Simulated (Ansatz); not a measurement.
Coupled-cluster run, `N[SiH](O)[Si](N)(Cl)Cl`.

```yaml
crystal:
  periodic: [false, false, false]
  atoms:
    - {symbol: N, position_ang: [-0.773055, 1.584775, -0.803761]}
    - {symbol: Si, position_ang: [-1.198562, -0.004595, -0.322411]}
    - {symbol: O, position_ang: [-1.770284, -1.043361, -1.465794]}
    - {symbol: Si, position_ang: [0.816731, -0.820150, 0.526002]}
    - {symbol: N, position_ang: [1.438157, 0.158147, 1.760690]}
    - {symbol: Cl, position_ang: [2.037129, -0.908855, -1.173890]}
    - {symbol: Cl, position_ang: [0.773755, -2.741013, 1.247342]}
    - {symbol: H, position_ang: [-1.482383, 2.281927, -0.968608]}
    - {symbol: H, position_ang: [0.030722, 1.739723, -1.392590]}
    - {symbol: H, position_ang: [-2.297046, 0.118913, 0.660875]}
    - {symbol: H, position_ang: [-1.139117, -1.400128, -2.093960]}
    - {symbol: H, position_ang: [2.216566, -0.124701, 2.333831]}
    - {symbol: H, position_ang: [1.347378, 1.159308, 1.692263]}
basis:
  gaussian: {orbitals: def2-TZVPP}
correlation: {method: ccsd_t}
```

```sh
$ ansatz run in.yaml --threads 2 --pin off --events-out ev --progress --plain --max-ram 32768MiB --backend cuda --devices 0, --max-vram 18GiB
```

The program prints (abridged):

```
Functional definition: HF
2041 factors; integrals over basis functions are off by at most 1.1e-3 eV
mean field evaluation 1: about -45830.3879 eV, gradient 5.7e1 eV
mean field evaluation 2: about -45830.7898 eV, gradient 5.8e1 eV
mean field evaluation 4: about -45837.3056 eV, gradient 4.3e0 eV
mean field evaluation 8: about -45837.3984 eV, gradient 3.6e-1 eV
mean field -45837.39885160 eV, -1684.4933380914 hartree, gradient 9.0e-6 eV, S^2 0.000000; 0 other end points of the search recorded, 0 dependent functions left out
23 core orbitals not correlated: weight in the atoms' cores, before any rotation towards them, 1.000 or more for the frozen orbitals, at most 0.000 for the correlated occupied ones
reference -45837.39885160 eV, -1684.4933380914 hartree; 22, 22 occupied and 300, 300 virtual orbitals, 2041 factors
second order -34.82245117 eV of doubles, -0.00000000 eV of singles
cycle   1  -35.59352671 eV  change   -7.7e-1 eV  update   1.2e-1
cycle   2  -36.33767677 eV  change   -7.4e-1 eV  update   3.3e-2
cycle   3  -36.49629621 eV  change   -1.6e-1 eV  update   1.7e-2
cycle   4  -36.48003907 eV  change    1.6e-2 eV  update   4.1e-3
cycle   5  -36.47779538 eV  change    2.2e-3 eV  update   2.0e-3
cycle   6  -36.47870260 eV  change   -9.1e-4 eV  update   6.5e-4
cycle   7  -36.47838296 eV  change    3.2e-4 eV  update   2.5e-4
cycle   8  -36.47832311 eV  change    6.0e-5 eV  update   7.6e-5
cycle   9  -36.47835452 eV  change   -3.1e-5 eV  update   2.9e-5
perturbative correction -1.48392903 eV, -0.0545333861 hartree
Total energy: -45875.36113515 eV, -1685.8884262802 hartree
```

Run time 24 s (2 threads of an AMD EPYC 7R13 on a shared host and a share of an NVIDIA H100 80 GB); peak host memory 0.82 GiB.

The correlation energy is -37.962 eV, 3.9 % of it from (T); the T1 diagnostic reads 0.0110.
